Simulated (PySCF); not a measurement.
States of one metal complex from SC-NEVPT2 in the d shell, PySCF, above the ground state:

| 2S+1 | degeneracy | energy / cm⁻¹ | f (electric dipole) |
| --- | --- | --- | --- |
| 5 | 1 | 0 | – |
| 5 | 1 | 7935 | 0 |
| 5 | 2 | 8228 | 1.3e-05 |
| 5 | 1 | 10391 | 3.2e-04 |
| 3 | 2 | 17930 | – |
| 3 | 1 | 18329 | – |
| 3 | 1 | 18714 | – |
| 3 | 2 | 20237 | – |
| 3 | 1 | 20575 | – |
| 3 | 1 | 21153 | – |
| 3 | 1 | 21598 | – |
| 3 | 2 | 21600 | – |

**Question.** Which of these complexes, all computed at model or optimised geometries, gave the data?
A. [CrBr4]2- (d4, distorted tetrahedral)
B. [CrCl3]- (d4, trigonal planar)
C. [CrF4]2- (d4, square planar)
D. [MnBr4]- (d4, tetrahedral)

**Answer.** A. [CrBr4]2- (d4, distorted tetrahedral) has 5B2, then 5B1 at 7935, 5E at 8228 cm⁻¹ (NEVPT2). The others: [CrF4]2- (d4, square planar) has 5B1g, then 5B2g at 15543, 3Eg at 16770 cm⁻¹ (NEVPT2); [CrCl3]- (d4, trigonal planar) has 5E', then 5E'' at 6095, 5A1' at 7377 cm⁻¹ (NEVPT2); [MnBr4]- (d4, tetrahedral) has 5T2, then 5E at 8323, 3T1 at 13790 cm⁻¹ (NEVPT2).

On [CrBr4]2-: No frequencies were computed for the optimised geometry. NEVPT2 lifts 5B1 from 6464 to 7935 cm⁻¹; on the d shell alone such lifts tend to overshoot.
